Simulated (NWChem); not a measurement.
System: ZnH₂S₂; SMILES [SH][Zn][SH]

NWChem input:

```
start job
memory heap 200 mb stack 900 mb global 1100 mb
geometry units angstroms noautoz
  Zn     0.000000     0.000000    -0.070159
  S      2.167854    -0.185228    -0.080710
  H      2.317683     0.775339     0.860072
  S     -2.167854     0.185228    -0.080710
  H     -2.317683    -0.775339     0.860072
end
basis spherical
  * library def2-svp
end
dft
  xc m05-2x
  iterations 150
  mulliken
end
task dft energy
```

NWChem printed, in part:

```
             Northwest Computational Chemistry Package (NWChem) 7.3.0
             --------------------------------------------------------

 C2  symmetry detected

                             Geometry "geometry" -> ""
                             -------------------------

 Output coordinates in angstroms (scale by  1.889725989 to convert to a.u.)

  No.       Tag          Charge          X              Y              Z
 ---- ---------------- ---------- -------------- -------------- --------------
    1 Zn                  30.0000     0.00000000     0.00000000    -0.02379422
    2 S                   16.0000    -0.03067461    -2.17553659    -0.03434522
    3 H                    1.0000     0.93811237    -2.25671226     0.90643678
    4 S                   16.0000     0.03067461     2.17553659    -0.03434522
    5 H                    1.0000    -0.93811237     2.25671226     0.90643678

 Effective nuclear repulsion energy (a.u.)     293.0475616571

      Symmetry information
      --------------------

 Group name             C2
 Group number              4
 Group order               2
 No. of unique centers     3

                                 NWChem DFT Module
                                 -----------------

 Summary of "ao basis" -> "ao basis" (spherical)
 ------------------------------------------------------------------------------
       Tag                 Description            Shells   Functions and Types
 ---------------- ------------------------------  ------  ---------------------
 Zn                         def2-svp                11       31   5s3p2d1f
 S                          def2-svp                 8       18   4s3p1d
 H                          def2-svp                 3        5   2s1p

      Symmetry analysis of basis
      --------------------------

        a          40
        b          37

            General Information
            -------------------
          SCF calculation type: DFT
          Wavefunction type:  closed shell.
          No. of atoms     :     5
          No. of electrons :    64
           Alpha electrons :    32
            Beta electrons :    32
          Charge           :     0
          Spin multiplicity:     1
          Use of symmetry is: on ; symmetry adaption is: on
          Maximum number of iterations: 150
          AO basis - number of functions:    77
                     number of shells:    33
          Convergence on energy requested:  1.00D-06
          Convergence on density requested:  1.00D-05
          Convergence on gradient requested:  5.00D-04

              XC Information
              --------------
                       M05-2X Method XC Functional
                     Hartree-Fock (Exact) Exchange  0.560
                M05-2X metaGGA Exchange Functional  0.440
                      M05-2X Correlation Potential  1.000

             Grid Information
             ----------------
          Grid used for XC integration:  medium
          Radial quadrature: Mura-Knowles
          Angular quadrature: Lebedev.
          Tag              B.-S. Rad. Rad. Pts. Rad. Cut. Ang. Pts.
          ---              ---------- --------- --------- ---------
          Zn                  1.35      112           9.0       590
          S                   1.00       88          12.0       590
          H                   0.35       45          12.0       434
          Grid pruning is: on
          Number of quadrature shells:   245
          Spatial weights used:  Erf1

      Superposition of Atomic Density Guess
      -------------------------------------

 Sum of atomic energies:       -2573.25467484

      Non-variational initial energy
      ------------------------------

 Total energy =   -2573.866628
 1-e energy   =   -4168.720734
 2-e energy   =    1301.806545
 HOMO         =      -0.317641
 LUMO         =      -0.014660

      Symmetry analysis of molecular orbitals - initial
      -------------------------------------------------

  Numbering of irreducible representations:

     1 a           2 b

  Orbital symmetries:

     1 a           2 a           3 b           4 a           5 b
     6 b           7 a           8 a           9 b          10 a
    11 b          12 a          13 b          14 a          15 b
    16 a          17 b          18 b          19 a          20 a
    21 b          22 a          23 b          24 a          25 b
    26 a          27 a          28 b          29 a          30 b
    31 a          32 b          33 a          34 b          35 a
    36 b          37 a          38 a          39 b          40 a
    41 b          42 b

     ---------------------------------------------
      Total Density - Mulliken Population Analysis
     ---------------------------------------------

    Atom       Charge   Shell Charges
 -----------   ------   -------------------------------------------------------
    1 Zn  30    29.12   2.00  2.00  2.00  0.70  0.12  6.00  5.99  0.34  8.03  1.94  0.00
    2 S   16    16.64   2.00  1.99  1.21  0.64  5.94  1.84  3.00  0.02
    3 H    1     0.80   0.57  0.20  0.03
    4 S   16    16.64   2.00  1.99  1.21  0.64  5.94  1.84  3.00  0.02
    5 H    1     0.80   0.57  0.20  0.03

   convergence    iter        energy       DeltaE   RMS-Dens  Diis-err
 ---------------- ----- ----------------- --------- --------- ---------
 d= 0,ls=0.0,diis     1  -2576.4088226386 -2.87D+03  1.27D-02  3.07D-01
 d= 0,ls=0.0,diis     2  -2576.4419696089 -3.31D-02  5.08D-03  9.22D-02
 d= 0,ls=0.0,diis     3  -2576.4560869507 -1.41D-02  1.11D-03  9.54D-03
 d= 0,ls=0.0,diis     4  -2576.4570445193 -9.58D-04  2.46D-04  1.41D-03
 d= 0,ls=0.0,diis     5  -2576.4571509935 -1.06D-04  9.82D-05  5.14D-05
  Resetting Diis
 d= 0,ls=0.0,diis     6  -2576.4571578427 -6.85D-06  3.51D-05  2.93D-06
 d= 0,ls=0.0,diis     7  -2576.4571585646 -7.22D-07  5.25D-06  7.19D-08

         Total DFT energy =    -2576.457158564593
      One electron energy =    -4167.937948160928
           Coulomb energy =     1421.692995398281
    Exchange-Corr. energy =     -123.259767459044
 Nuclear repulsion energy =      293.047561657098

 Numeric. integr. density =       64.000005605457

                  Occupations of the irreducible representations
                  ----------------------------------------------

                     irrep           alpha         beta
                     --------     --------     --------
                     a                17.0         17.0
                     b                15.0         15.0

                       DFT Final Molecular Orbital Analysis
                       ------------------------------------

 Vector   30  Occ=2.000000D+00  E=-3.422021D-01  Symmetry=b
              MO Center= -8.4D-14, -6.7D-12, -2.7D-02, r^2= 6.0D+00
   Bfn.  Coefficient  Atom+Function         Bfn.  Coefficient  Atom+Function
  ----- ------------  ---------------      ----- ------------  ---------------
    43      0.364831  2 S  py                66      0.364831  4 S  py
    40      0.296646  2 S  py                63      0.296646  4 S  py
    13     -0.270009  1 Zn py                37      0.170060  2 S  py
    60      0.170060  4 S  py                10      0.136834  1 Zn py
    35     -0.127126  2 S  s                 58      0.127126  4 S  s

 Vector   31  Occ=2.000000D+00  E=-3.105912D-01  Symmetry=a
              MO Center=  9.9D-12,  1.7D-09, -6.1D-03, r^2= 5.8D+00
   Bfn.  Coefficient  Atom+Function         Bfn.  Coefficient  Atom+Function
  ----- ------------  ---------------      ----- ------------  ---------------
    42      0.337587  2 S  px                65     -0.337587  4 S  px
    44     -0.315289  2 S  pz                67     -0.315289  4 S  pz
    39      0.223940  2 S  px                62     -0.223940  4 S  px
    41     -0.209385  2 S  pz                64     -0.209385  4 S  pz
    14     -0.141796  1 Zn pz                36      0.128941  2 S  px

 Vector   32  Occ=2.000000D+00  E=-3.099548D-01  Symmetry=b
              MO Center= -1.0D-11, -1.7D-09, -3.6D-02, r^2= 5.8D+00
   Bfn.  Coefficient  Atom+Function         Bfn.  Coefficient  Atom+Function
  ----- ------------  ---------------      ----- ------------  ---------------
    44      0.348761  2 S  pz                67     -0.348761  4 S  pz
    42     -0.303517  2 S  px                65     -0.303517  4 S  px
    41      0.230946  2 S  pz                64     -0.230946  4 S  pz
    39     -0.201374  2 S  px                62     -0.201374  4 S  px
    12     -0.136995  1 Zn px                38      0.132985  2 S  pz

 Vector   33  Occ=0.000000D+00  E= 1.667046D-03  Symmetry=a
              MO Center=  4.8D-12, -7.1D-12,  7.5D-02, r^2= 5.8D+00
   Bfn.  Coefficient  Atom+Function         Bfn.  Coefficient  Atom+Function
  ----- ------------  ---------------      ----- ------------  ---------------
     5      0.975868  1 Zn s                 35     -0.393618  2 S  s
    43     -0.395235  2 S  py                58     -0.393618  4 S  s
    66      0.395235  4 S  py                 4      0.318438  1 Zn s
     3     -0.202103  1 Zn s                 34     -0.195840  2 S  s
    57     -0.195840  4 S  s                 40     -0.185771  2 S  py

 Vector   34  Occ=0.000000D+00  E= 6.122547D-02  Symmetry=a
              MO Center=  5.2D-12, -1.5D-11,  1.1D-01, r^2= 3.5D+00
   Bfn.  Coefficient  Atom+Function         Bfn.  Coefficient  Atom+Function
  ----- ------------  ---------------      ----- ------------  ---------------
    14      0.942839  1 Zn pz                 4      0.398153  1 Zn s
    11     -0.251570  1 Zn pz                 5     -0.240793  1 Zn s
    51     -0.226277  3 H  s                 74     -0.226277  5 H  s
    42      0.204570  2 S  px                65     -0.204570  4 S  px
    50     -0.159167  3 H  s                 73     -0.159167  5 H  s

[...]
```

Level: M05-2X/def2-SVP. All runs use the structure optimised with PBE0/def2-SVP.
